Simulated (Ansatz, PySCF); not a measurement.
Species: GaO, net charge 0, doublet state. 
Structure (B3LYP-D3(BJ)/def2-TZVP (Ansatz, a quantum-chemistry and plane-wave program) minimum search):
SMILES: [O]=[Ga]
```xyz
2

Ga     0.0000     0.0000    -0.3530
O      0.0000     0.0000     1.3680
```
Charge 0, spin multiplicity 2.

Total electronic energies in hartree. Valence correlation only, unless marked. Open shells are spin-unrestricted. Spin-orbit coupling is left out. Frozen are the shells of the preceding noble gas and the d and f shells that filled before the atom's block. No relativistic terms. 

The Hartree-Fock reference is unstable (checked in the largest basis), which strains HF and MP2. The T1 diagnostic of CCSD in the largest basis is 0.080, which is high, so the coupled-cluster rows are less sure than usual.

```
level                               program  energy (Eh)
---------------------------  --------------  -----------
RI-HF/aug-cc-pVQZ                    Ansatz  -1998.15699
PBE0-D4/def2-TZVPD           Ansatz + dftd4  -1999.72583
TPSSh-D3(BJ)/def2-TZVPD       PySCF + dftd3  -2000.03962
TPSSh-D4/def2-TZVPD           PySCF + dftd4  -2000.03989
CAM-B3LYP-D3(BJ)/def2-TZVPD  Ansatz + dftd3  -2000.15567
LC-wPBE-D3(BJ)/def2-TZVPD    Ansatz + dftd3  -1999.74776
B2PLYP-D3(BJ)/def2-TZVPD     Ansatz + dftd3  -1999.60381
CCSD/aug-cc-pVDZ                     Ansatz  -1998.29365
CCSD/def2-SVP                        Ansatz  -1997.98367
CCSD/def2-TZVPPD                     Ansatz  -1998.38724
CCSD(T)/6-31G                        Ansatz  -1997.89274
CCSD(T)/6-31G*                       Ansatz  -1998.01993
CCSD(T)/aug-cc-pVQZ                  Ansatz  -1998.46522
CCSD(T)/cc-pV5Z                      Ansatz  -1998.47094
```

Totals of different functionals don't rank their quality; only differences between species are comparable.
